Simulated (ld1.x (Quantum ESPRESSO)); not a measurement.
**P (Z = 15), ultrasoft: configuration errors across variants**

| Property | Result |
| --- | --- |
| Element | phosphorus (P) |
| Generator | ld1.x (Quantum ESPRESSO) 7.5 |
| Type | ultrasoft |
| Functional | PW91 |
| Relativity | scalar-relativistic |
| Frozen core | [Ne] |
| Valence charge | 5 |
| Reference configuration | 3s2 3p2.5 (charge +0.5) |
| Partial waves | 3s (bound): rcut 1.20, rcutus 1.40 bohr; 3s channel at -0.75 Ry: rcut 1.20, rcutus 1.40 bohr; 3p (bound): rcut 1.70, rcutus 2.10 bohr; 3p channel at 4.1 Ry: rcut 1.70, rcutus 2.10 bohr |
| Local potential | all-electron potential smoothed inside 1.05 bohr (lloc = -1) |
| Core correction | none |
| Augmentation charge | PSQ, radius 1.25 bohr |

All-electron excitation energies from the reference (eV): (1) 3s2 3p3 -3.797; (2) 3s2 3p2 5.979; (3) 3s2 3p1 25.187; (4) 3s2 3p0 55.008; (5) 3s2 3p3.3 -5.115; (6) 3s1 3p4 4.744; (7) 3s1 3p0 107.101.

6 further variants failed, have other tests or another functional or relativity, and are left out.

A true bound ghost makes a file unfit for plane-wave use even where its test errors are small: the radial tests pick states by their node count and pass the ghost by.

Errors AE − PS in meV (a dash: test not solved or not reliable):

```tsv
change	(1)	(2)	(3)	(4)	(5)	(6)	(7)	bound ghosts
base	+0.3	-0.1	+2.7	+18	+0.7	+5.4	+113	s
core correction a·sin(br)/r model core inside 1.36 bohr	+0.5	0.0	+1.7	+7.1	+1.0	+5.0	+8.8	s
local potential all-electron potential smoothed inside 1.30 bohr (lloc = -1)	+0.4	0.0	+3.4	+18	+0.8	+5.3	+113	none
wave 3p channel at 4.1 Ry: rcut 1.70, rcutus 2.10 bohr becomes 3p channel at 0.5 Ry: rcut 1.70, rcutus 2.10 bohr	+0.1	-0.4	+1.6	+18	+0.1	+4.8	+113	s
waves 3s (bound): rcut 1.20, rcutus 1.68 bohr; 3s channel at -0.75 Ry: rcut 1.20, rcutus 1.68 bohr	+0.3	+0.2	+3.4	+23	+0.7	+4.1	+128	none
local potential all-electron potential smoothed inside 1.92 bohr (lloc = -1)	+0.4	+0.1	+3.9	+18	+1.0	+5.4	+113	none
```

Problem. Give the same row for: local potential all-electron potential smoothed inside 1.78 bohr (lloc = -1).

Solution. +0.4, 0.0, +3.7, +18, +0.9, +5.3, +113; bound ghosts: none.
